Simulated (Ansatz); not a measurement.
Ansatz (a first-principles code) input (PBE/def2-TZVPD):

Ansatz 0.2 input:
```yaml
crystal:
  periodic: [false, false, false]
  atoms:
    - {symbol: C, position_ang: [1.56104106, 0.19161455, -1.15341187]}
    - {symbol: Ge, position_ang: [0.02195915, 0.00791001, -0.03296576]}
    - {symbol: C, position_ang: [-1.74718771, 0.34137234, -0.74436812]}
    - {symbol: F, position_ang: [0.07089639, -1.60504132, 0.63032687]}
    - {symbol: F, position_ang: [0.21947257, 1.03121397, 1.37068559]}
    - {symbol: H, position_ang: [2.38829358, -0.50212823, -1.07942327]}
    - {symbol: H, position_ang: [1.66026861, 1.00070253, -1.86559909]}
    - {symbol: H, position_ang: [-1.80894997, 1.36252608, -1.11908883]}
    - {symbol: H, position_ang: [-1.96076652, -0.35414260, -1.55469892]}
    - {symbol: H, position_ang: [-2.47797914, 0.20644677, 0.05128236]}
basis:
  gaussian:
    orbitals: def2-TZVPD
hamiltonian:
  xc: {name: PBE}
magnetization: {spin_polarized: true, initial_magnetization: 1}
output: {forces: true}
```

End of the output:

```
integrals: 0.22 GiB planned
1370 factors; their error is unknown
0.40 GiB of the device are held for the grids
1.60 GiB of device memory are held for the factors and their scratch space
mean field: 1.55 GiB planned
mean field evaluation 1: about -64080.3432 eV, gradient 6.3e1 eV
mean field evaluation 2: about -64057.6717 eV, gradient 1.0e2 eV
mean field evaluation 4: about -64094.8985 eV, gradient 7.7e0 eV
mean field evaluation 8: about -64095.1346 eV, gradient 2.9e-1 eV
mean field evaluation 16: about -64095.1052 eV, gradient 3.0e-3 eV
mean field -64095.10519178 eV, -2355.4516705754 hartree, gradient 4.2e-5 eV, S^2 0.753833; 0 other end points of the search recorded, 0 dependent functions left out
the calculation of the forces begins
reference -64095.10525239 eV, -2355.4516728026 hartree; 34, 33 occupied and 219, 220 virtual orbitals, 1370 factors
Total energy: -64095.10525239 eV, -2355.4516728026 hartree
Atom 0 at     1.561041     0.191615    -1.153412 Å, force    -0.140870    -0.013249     0.112574 eV/Å
Atom 1 at     0.021959     0.007910    -0.032966 Å, force    -0.060044     0.095299    -0.378744 eV/Å
Atom 2 at    -1.747188     0.341372    -0.744368 Å, force     0.125273    -0.025221     0.048651 eV/Å
Atom 3 at     0.070896    -1.605041     0.630327 Å, force     0.010271    -0.375520     0.151766 eV/Å
Atom 4 at     0.219473     1.031214     1.370686 Å, force     0.053430     0.246189     0.328267 eV/Å
Atom 5 at     2.388294    -0.502128    -1.079423 Å, force     0.228026    -0.199524     0.024168 eV/Å
Atom 6 at     1.660269     1.000703    -1.865599 Å, force     0.021295     0.228612    -0.199872 eV/Å
Atom 7 at    -1.808950     1.362526    -1.119089 Å, force    -0.009772     0.253155    -0.091183 eV/Å
Atom 8 at    -1.960767    -0.354143    -1.554699 Å, force    -0.048271    -0.174461    -0.199854 eV/Å
Atom 9 at    -2.477979     0.206447     0.051282 Å, force    -0.179337    -0.035280     0.204226 eV/Å
Dipole moment:    -0.106367     0.196411    -0.669434 e Å
```

It need not be the lowest isomer of its formula.
